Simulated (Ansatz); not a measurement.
Level of theory: Ansatz (an electronic-structure program) with frozen-core CCSD(T)/def2-TZVPP // r2SCAN-D4/def2-SVP.

Ansatz 0.2 input:
```yaml
crystal:
  periodic: [false, false, false]
  atoms:
    - { symbol: Nb, position_ang: [-0.067382, 0.008396, 0.062926] }
    - { symbol: F, position_ang: [1.27989, -0.795722, 1.077092] }
    - { symbol: F, position_ang: [-1.20248, -0.15766, -1.411621] }
    - { symbol: F, position_ang: [1.277072, 0.319057, -1.198538] }
    - { symbol: F, position_ang: [-1.210955, -1.218638, 0.888962] }
    - { symbol: O, position_ang: [-0.42191, 1.626037, 0.831349] }
    - { symbol: H, position_ang: [-0.618266, 2.473438, 1.243069] }
basis:
  gaussian: { orbitals: def2-TZVPP }
correlation:
  method: ccsd_t
```

Output:

```
Functional definition: HF
1497 factors; integrals over basis functions are off by at most 8.9e-4 eV
mean field evaluation 1: about -14414.6507 eV, gradient 7.7e1 eV
mean field evaluation 2: about -14414.8294 eV, gradient 7.7e1 eV
mean field evaluation 4: about -14424.0562 eV, gradient 3.5e0 eV
mean field evaluation 8: about -14424.1300 eV, gradient 3.1e-1 eV
mean field evaluation 16: about -14414.6514 eV, gradient 7.7e1 eV
mean field -14424.13046291 eV, -530.0770174850 hartree, gradient 6.0e-6 eV, S^2 0.000000; 0 other end points of the search recorded, 0 dependent functions left out
5 core orbitals not correlated
reference -14424.13046291 eV, -530.0770174850 hartree; 24, 24 occupied and 196, 196 virtual orbitals, 1497 factors
second order -46.44808613 eV of doubles, -0.00000000 eV of singles
cycle   1  -44.07799248 eV  change     2.4e0 eV  update   2.4e-1
cycle   2  -45.44317232 eV  change    -1.4e0 eV  update   1.3e-1
cycle   3  -45.75041161 eV  change   -3.1e-1 eV  update   4.0e-2
cycle   4  -45.73325340 eV  change    1.7e-2 eV  update   1.4e-2
cycle   5  -45.70974100 eV  change    2.4e-2 eV  update   3.8e-3
cycle   6  -45.70902436 eV  change    7.2e-4 eV  update   1.6e-3
cycle   7  -45.71061075 eV  change   -1.6e-3 eV  update   6.1e-4
cycle   8  -45.71027056 eV  change    3.4e-4 eV  update   2.3e-4
cycle   9  -45.71020818 eV  change    6.2e-5 eV  update   7.0e-5
cycle  10  -45.71036744 eV  change   -1.6e-4 eV  update   3.4e-5
cycle  11  -45.71029170 eV  change    7.6e-5 eV  update   1.4e-5
cycle  12  -45.71027339 eV  change    1.8e-5 eV  update   6.3e-6
perturbative correction -1.85826635 eV, -0.0682900289 hartree
Total energy: -14471.69900265 eV, -531.8251290774 hartree
```

Cost: very roughly 17 core-minutes.
